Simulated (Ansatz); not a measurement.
Start from `[SH][Ga]([Br])[Br]` and change one atom or group to get `[SH][Ga]([SH])[Br]`.

Ansatz, PBE0-D4/def2-TZVP geometries, multiplicity 1. Each molecule was computed in one conformer, which needn't be the lowest.

Scalar relativity is left out up to krypton. Spin–orbit coupling is left out; it splits and shifts lone-pair levels of the heavy atoms by tenths of an eV.

| property | `[SH][Ga]([Br])[Br]` |
| --- | --- |
| LUMO energy (PBE0/def2-TZVPP) / eV | -1.79 |
| HOMO energy (PBE0/def2-TZVPP) / eV | -8.25 |
| LUMO energy (PBE/def2-TZVPP) / eV | -2.67 |
| size of the dipole moment (ωB97M-V/def2-TZVPP) / D | 1.18 |
| size of the dipole moment (PBE/def2-TZVPP) / D | 1.17 |
| LUMO energy (ωB97M-V/def2-TZVPP) / eV | 0.09 |

Problem. Give the same properties after the change, and the shifts. (An estimate is asked.)

Solution. Ansatz gave: 
```
                                          property  `[SH][Ga]([SH])[Br]`  shift
                LUMO energy (PBE0/def2-TZVPP) / eV                 -1.41   0.38
                HOMO energy (PBE0/def2-TZVPP) / eV                 -7.88   0.37
                 LUMO energy (PBE/def2-TZVPP) / eV                 -2.29   0.38
size of the dipole moment (ωB97M-V/def2-TZVPP) / D                  0.20  -0.98
    size of the dipole moment (PBE/def2-TZVPP) / D                  0.20  -0.97
             LUMO energy (ωB97M-V/def2-TZVPP) / eV                  0.49   0.40
```

Dipoles are sizes alone; their direction can turn.

Positive LUMOs are unbound, so they and the gaps depend on the basis.
